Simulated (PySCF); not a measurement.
Nb(CH2)Cl3, CH2Cl3Nb (singlet state).
Cartesian coordinates in Å at the PBE0-D3(BJ)/def2-SVP level; atoms count from 1:
```xyz
7
CH2Cl3Nb angstrom
Nb    -0.0205    0.0534   -0.7129
C      0.2088   -0.0170    1.1504
H     -0.6231    0.3340    1.7831
H      1.0768   -0.4362    1.6787
Cl     2.0337   -0.1360   -1.6622
Cl    -1.2883    1.9009   -1.1204
Cl    -1.2955   -1.8011   -1.1853
```

The calculation used PBE0-D3(BJ)/def2-SVP geometry optimisation, gas phase, def2 core potentials past Kr in PySCF.

Question: Which atoms are bound to Nb1, and at what distances?

Answer: 4 atoms: C2 1.879 Å, Cl5 2.271 Å, Cl6 2.277 Å, Cl7 2.299 Å. The nearest atom not counted as bound is H3, at 2.58 Å.

Question: List the angles at Nb1.

Answer: 
```tsv
angle	degrees	distance of the outer atoms (Å)
Cl5–Nb1–Cl6	119.8	3.93
Cl5–Nb1–Cl7	110.4	3.75
Cl6–Nb1–Cl7	108.0	3.70
C2–Nb1–Cl5	107.5	3.35
C2–Nb1–Cl6	106.0	3.33
C2–Nb1–Cl7	104.0	3.30
```

Question: What is the shape at Nb1?

Answer: Distorted tetrahedral: angles from 104.0° to 119.8°; τ4 = (360° − α − β)/141° = 0.92 with α and β the two widest (0 for a square, 1 for a tetrahedron). The Nb–Cl distances aren't all alike: 2.271 to 2.299 Å.

Question: What are the other bond lengths?

Answer: C2–H3, C2–H4 1.101 Å.

Question: What are the rotational constants (commonest isotopes, rigid rotor)?

Answer: A = 1567, B = 1398, C = 997.4 MHz: an asymmetric top.

Point group: near Cs, missed by 0.25 Å at most; the miss may be what the optimiser left on a soft mode. Charge 0, singlet. No frequency check.

Hardware: an Arm Neoverse V2 with one thread (shared host). Cost: 81 s wall, 0.43 GiB resident at most. This is the geometry optimisation.
